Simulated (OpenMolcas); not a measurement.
# Which level was it?

CH3OSb: 6 atoms, total charge 0, spin state singlet. SMILES: `[CH2]1[O][SbH]1`. Geometry: a GFN2-xTB relaxation, a rough one for these elements and not checked as a minimum.

```xyz
6

C     0.0357   -0.2282   -0.6561
O    -0.8807   -0.7721    0.2136
Sb    0.6322   -0.1702    1.3778
H    -0.2705    0.6947   -1.1343
H     0.5222   -0.9373   -1.3167
H    -0.0389    1.4131    1.5158
```

Orbital energies are those of the mean-field step.

A calculation with OpenMolcas 26.06 gave:

The total energy is -354.1305 Eh. The dipole moment is 1.84 D and the HOMO energy is -6.17 eV. The LUMO energy is -2.56 eV and the HOMO–LUMO gap is 3.61 eV. The largest force is 0.649 eV/Å.

Task: Which of these levels gave the numbers?
A. SVWN5/def2-TZVP (core potential)
B. MP2/3-21G
C. r2SCANh/ANO-RCC-VDZ (DKH2, RICD fitting)
D. HF/STO-3G

Result: A. The others give -6364.3016 Eh (HF/STO-3G), -6399.7088 Eh (MP2/3-21G), -6594.3680 Eh (r2SCANh/ANO-RCC-VDZ (DKH2, RICD fitting)).
